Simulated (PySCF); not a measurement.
Molecule: SMILES COC1CCCC1, C6H12O.

Geometry (Å), atoms numbered from 1 in this order:
```xyz
19

C     2.6869   -0.5552    0.0471
O     1.5980    0.1735    0.5165
C     0.5742    0.3466   -0.4326
C    -0.2044   -0.9574   -0.7254
C    -1.6818   -0.5728   -0.6614
C    -1.7116    0.4895    0.4340
C    -0.4684    1.3266    0.1330
H     3.4497   -0.5700    0.8385
H     3.1303   -0.0960   -0.8598
H     2.4273   -1.6032   -0.2004
H     1.0211    0.7492   -1.3645
H     0.0826   -1.4410   -1.6709
H     0.0268   -1.6608    0.0919
H    -2.3419   -1.4314   -0.4649
H    -2.0047   -0.1302   -1.6198
H    -2.6401    1.0797    0.4502
H    -1.6130    0.0067    1.4208
H    -0.0506    1.8409    1.0097
H    -0.7037    2.0949   -0.6200
```

Geometry PBE0-D3(BJ)/def2-SVP throughout; GIAO in PySCF, gas phase, one conformer, non-relativistic; equivalent atoms averaged; functional PBE0.

Q: How do the shifts δ (against TMS, H2O at the same level) depend on the basis set? (a selection of nuclei; ppm; last column core-seconds on shared hosts with different chips, so compare them loosely)

A: 
```tsv
basis set	functions	C3	C4/C7	C5/C6	O2	H11	H13/H18	H12/H19	H14/H17	H15/H16	core-s
STO-3G	47	67.7	34.1	31.3	-18.9	1.78	1.29	1.22	1.15	1.01	4.1
pcSseg-0	87	85.1	37.5	28.8	39.2	3.13	1.52	1.72	1.70	1.34	8.8
6-31G	87	80.1	36.0	28.4	34.9	3.55	1.82	1.93	1.87	1.52	8.5
6-31G*	122	77.4	34.1	27.1	33.5	3.65	1.61	1.85	1.71	1.44	12
cc-pVDZ	158	80.5	36.1	29.0	56.0	3.42	1.42	1.78	1.57	1.30	19
def2-SVP	158	78.3	34.1	26.8	49.2	3.29	1.40	1.65	1.47	1.20	18
pcSseg-1	179	82.5	36.5	28.9	55.3	3.44	1.47	1.81	1.60	1.31	23
6-311+G(2d,p)	261	82.0	36.1	28.6	51.1	3.70	1.46	1.90	1.65	1.40	38
aug-cc-pVDZ	269	79.8	35.5	28.6	50.8	3.71	1.50	1.96	1.71	1.47	45
def2-TZVP	289	83.8	37.0	29.5	54.2	3.66	1.48	1.91	1.66	1.42	50
```

Q: Which nucleus among those listed moves most, in ppm?

A: O2 (ether oxygen): from -18.9 ppm with STO-3G to 56.0 ppm with cc-pVDZ. The smallest spread is 0.52 ppm, at H15/H16. Proton shifts span only some 12 ppm, so a few tenths of a ppm matter as much there as several ppm in carbon.

Q: Taking the largest basis, def2-TZVP (289 functions), as the yardstick, rank the others by their worst heavy-atom deviation.

A: pcSseg-1 1.3 ppm (179 functions), 6-311+G(2d,p) 3.1 ppm (261 functions), cc-pVDZ 3.3 ppm (158 functions), aug-cc-pVDZ 4.0 ppm (269 functions), def2-SVP 5.5 ppm (158 functions), pcSseg-0 15.0 ppm (87 functions), 6-31G 19.3 ppm (87 functions), 6-31G* 20.7 ppm (122 functions), STO-3G 73.1 ppm (47 functions).

A small basis that lands close on one nucleus may do so by chance; judge by the trend and by all nuclei.
